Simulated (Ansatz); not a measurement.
Reaction (ligand exchange at a B–Br bond): `COB(C)Br` + H₂Se → `COB(C)[SeH]` + HBr

Gas-phase electronic energies from Ansatz, PBE0-D4/def2-TZVP geometries. CBS: MP2 limit from def2 TZ/QZ plus the TZ coupled-cluster correction, frozen cores. DFT in def2-TZVPP. For Br, Se outer-core shells are correlated without core-valence functions, which leaves a few kJ/mol of doubt a bond. Scalar relativity is left out up to krypton. Each species was taken in one conformer, which may not be the lowest.

```
       level  ΔE (eV)
         PBE     0.23
HF/CBS(def2)     0.32
```

Q: What does CCSD(T)/CBS give? (Estimate.)

A: Computed: +0.21 eV. The listed levels differ from it by 0.02, 0.11 eV.

Largest T1 diagnostic among the species: 0.011.

The D4 term adds −0.04 eV with B3LYP and −0.02 eV with PBE0; it sums over pairs of atoms, weighted by their polarisabilities, and B3LYP, whose exchange is more repulsive, gets the larger term. In def2-TZVPP, CCSD(T) changes the Hartree–Fock value by −0.12 eV (the triples alone add −0.01 eV) and MP2 by −0.12 eV.

B3LYP here is the variant with VWN-RPA as its local correlation; programs differ in this.
